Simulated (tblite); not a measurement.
H10SSi4.
Numbering: `[SiH3:1][SiH2:2][Si@H:3]([SiH3:4])[SH:5]` (hydrogens: H6, H7, H8 on Si1; H9, H10 on Si2; H11 on Si3; H12, H13, H14 on Si4; H15 on S5)

Structure optimised with GFN2-xTB, isolated species.

(1) Give the optimised bond lengths and angles.

Results:

(1) 
| bond | length (Å) |
| --- | --- |
| Si1–Si2 | 2.322 |
| Si2–Si3 | 2.339 |
| Si3–Si4 | 2.321 |
| Si3–S5 | 2.193 |
| Si1–H6, Si1–H7, Si1–H8 | 1.464 |
| Si2–H9 | 1.474 |
| Si2–H10 | 1.473 |
| Si3–H11 | 1.473 |
| Si4–H12, Si4–H13, Si4–H14 | 1.464 |
| S5–H15 | 1.323 |

Bonds in one row agree within 0.01 Å and their mean is given. A selection of angles:
| angle | degrees |
| --- | --- |
| Si2–Si1–H6 | 111.1 |
| H6–Si1–H7 | 107.4 |
| Si1–Si2–Si3 | 117.4 |
| Si1–Si2–H9 | 110.3 |
| Si1–Si2–H10 | 111.9 |
| Si3–Si2–H9 | 108.1 |
| Si3–Si2–H10 | 104.9 |
| H9–Si2–H10 | 103.2 |
| Si2–Si3–Si4 | 120.7 |
| Si2–Si3–S5 | 107.6 |
| Si2–Si3–H11 | 110.9 |
| Si4–Si3–S5 | 104.5 |
| Si4–Si3–H11 | 110.4 |
| S5–Si3–H11 | 100.5 |
| Si3–Si4–H12 | 115.4 |
| Si3–Si4–H13 | 110.1 |
| H12–Si4–H13 | 107.3 |
| Si3–S5–H15 | 96.6 |

Torsions: Si1–Si2–Si3–Si4 90°; H15–S5–Si3–Si2 -61° (synclinal).

Si1 (SiH3 silicon) is tetrahedral (angles from 107.1° to 112.1°). S5 (sulfur bonded to Si and H) is bent (angle 96.6°). Si2 (SiH2 silicon) is distorted tetrahedral (angles from 103.2° to 117.4°). Si3 (SiH silicon) is distorted tetrahedral (angles from 100.5° to 120.7°). Si4 (SiH3 silicon) is distorted tetrahedral (angles from 107.3° to 115.4°).

Point group: C1 (no symmetry element, even within 0.4 Å). GFN2-xTB frequencies show an imaginary mode (26i cm⁻¹), so the point is no minimum at that level. Torsions: Si1–Si2–Si3–Si4 90°, Si2–Si3–S5–H -61°.

The numbers are calculated, not measured.
